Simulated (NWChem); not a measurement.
System: benzoquinone (C$_{6}$H$_{4}$O$_{2}$); SMILES O=C1C=CC(=O)C=C1

```xyz
12

O      0.0000    -2.6873     0.0000
C      0.0000    -1.4560     0.0000
C      1.2696    -0.6776     0.0000
C      1.2696     0.6776     0.0000
C      0.0000     1.4560     0.0000
O      0.0000     2.6873     0.0000
C     -1.2696     0.6776     0.0000
C     -1.2696    -0.6776     0.0000
H      2.1957    -1.2737     0.0000
H      2.1957     1.2737     0.0000
H     -2.1957     1.2737     0.0000
H     -2.1957    -1.2737     0.0000
```
Atoms are numbered in this order, from 1.

Program: NWChem. Structure relaxed at the PBE-D3(BJ)/def2-SVP level. Atomic charges in e: unrestrained fits to the electrostatic potential beside Mulliken populations; buried atoms are poorly determined by the fit.

### Question
Predict the results for B3LYP/def2-SVP. Quantities: ESP O1; Mulliken O1; ESP C2; Mulliken C2; ESP C3; Mulliken C3; ESP C4; Mulliken C4; ESP C5; Mulliken C5; relative RMS misfit of the potential (%).

### Answer
* **ESP O1**: -0.48
* **Mulliken O1**: -0.18
* **ESP C2**: 0.64
* **Mulliken C2**: 0.14
* **ESP C3**: -0.23
* **Mulliken C3**: 0.00
* **ESP C4**: -0.22
* **Mulliken C4**: 0.00
* **ESP C5**: 0.63
* **Mulliken C5**: 0.14
* **relative RMS misfit of the potential (%)**: 24
